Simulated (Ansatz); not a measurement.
Mulliken charges of F$_{3}$HNTa, SMILES `[NH]=[Ta]([F])([F])[F]` from PBE/def2-TZVPP in Ansatz (PBE0-D4/def2-TZVP geometry).

| atom | x (Å) | y (Å) | z (Å) | charge (e) |
| --- | --- | --- | --- | --- |
| N1 | -0.786 | 0.677 | 0.752 | -0.437 |
| Ta2 | 0.286 | -0.253 | -0.275 | 1.110 |
| F3 | 1.489 | -1.187 | 0.819 | -0.282 |
| F4 | -0.751 | -1.447 | -1.283 | -0.282 |
| F5 | 1.204 | 0.933 | -1.400 | -0.282 |
| H6 | -1.401 | 1.213 | 1.341 | 0.172 |

Problem. By hand: the dipole of these point charges (1 e Å = 4.8032 D).

Solution. Σ q r = (-0.128, 0.112, 0.122) e Å, of length 0.209 e Å = 1.00 D.

Problem. How does the dipole of the full density compare? (Estimate.)

Solution. The calculation gave: (-0.072, 0.063, 0.069) e Å, 0.57 D; the point charges give 1.75 times that, at 0° from its direction.

Point charges leave out the atoms' own dipoles, such as those of lone pairs, and Mulliken's split depends on the basis, so the two needn't agree.
